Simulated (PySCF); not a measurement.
Cartesian coordinates in Å; atom numbers follow the order of the lines, from 1:
```xyz
37

Si    0.822   -0.098    0.055
C     0.911   -0.050    1.931
C     2.024   -0.283    2.638
H    -0.007    0.181    2.491
H     2.975   -0.518    2.146
H     2.042   -0.254    3.733
C     2.573   -0.093   -0.622
C     3.093   -1.050   -1.399
H     3.220    0.760   -0.371
H     2.517   -1.935   -1.694
H     4.119   -1.001   -1.783
C    -0.105    1.442   -0.530
C     0.565    2.763   -0.153
C    -0.190    4.014   -0.599
C    -1.557    4.189    0.045
H    -0.228    1.376   -1.627
H    -1.124    1.390   -0.108
H     0.712    2.801    0.942
H     1.578    2.792   -0.588
H     0.431    4.898   -0.373
H    -0.298    3.996   -1.698
H    -2.037    5.125   -0.280
H    -2.241    3.366   -0.212
H    -1.477    4.220    1.144
C    -0.080   -1.657   -0.509
C    -1.495   -1.805    0.048
C    -2.242   -3.048   -0.433
C    -1.607   -4.365   -0.012
H    -0.106   -1.666   -1.614
H     0.543   -2.519   -0.210
H    -1.456   -1.817    1.153
H    -2.091   -0.915   -0.219
H    -3.277   -3.007   -0.053
H    -2.324   -3.013   -1.535
H    -2.205   -5.225   -0.349
H    -0.596   -4.486   -0.432
H    -1.517   -4.430    1.085
```

[PySCF: shielding tensors at PBE0/pcSseg-1 (GIAO); geometry: PBE0-D3(BJ)/def2-SVP; non-relativistic; a single conformation; isolated molecule; averaged over atoms made equivalent by symmetry, fast rotation or ring inversion]

Chemical shifts δ = σref − σ; ¹³C, ¹H, ²⁹Si against TMS, all at this level.

```tsv
atoms	nucleus	count	δ (ppm)
H4/H9	¹H	2	6.51
Si1	²⁹Si	1	?
H20/H21/H33/H34	¹H	4	?
C14/C27	¹³C	2	?
H16/H17/H29/H30	¹H	4	0.51
C3/C8	¹³C	2	144.4
C2/C7	¹³C	2	145.3
C15/C28	¹³C	2	13.4
H5/H6/H10/H11	¹H	4	6.22
C12/C25	¹³C	2	11.8
H18/H19/H31/H32	¹H	4	1.28
H22/H23/H24/H35/H36/H37	¹H	6	0.94
C13/C26	¹³C	2	?
```

Question: Estimate the values marked ?.

Answer: 
- C14/C27: 27.7 ppm, carbon bonded to 2 C, 2 H
- C13/C26: 26.6 ppm, carbon bonded to 2 C, 2 H
- H20/H21/H33/H34: 1.33 ppm, hydrogen on a carbon bonded to 2 C
- Si1: -10.1 ppm, silicon bonded to 4 C

Shifts are as computed. Against solution values, carbons near 30 ppm lie about +2 ppm off and those near 130 ppm about +5 ppm (rms about the fit 1.9 ppm; single classes can miss by 10 ppm). Of 1328 compounds with measured shifts, 309 miss one by over three times the rms of a fit or turn the order of signals round; such compounds aren't used in these exercises. Signals without a measured value on file couldn't be tested in this way; 1H shifts scatter by 0.2 ppm about their fit, and single ones miss by 0.5 ppm.
